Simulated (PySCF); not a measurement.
A structure optimised at r2SCAN-D4/def2-TZVP, used in a PySCF frequency run:

```xyz
7

Be     0.0000     0.0000     1.6270
H      0.0000     0.0000     2.9602
O      0.0000     0.0000     0.2447
C      0.0000     0.0000    -1.1411
H     -0.8878    -0.5126    -1.5264
H      0.0000     1.0252    -1.5264
H      0.8878    -0.5126    -1.5264
```

### Question
Write its SMILES, formula and point group.

### Answer
[BeH][O]C, CH4BeO, C3v

### Question
What are its rotational constants (standard atomic weights)?

### Answer
159.02, 8.7639, 8.7639 GHz
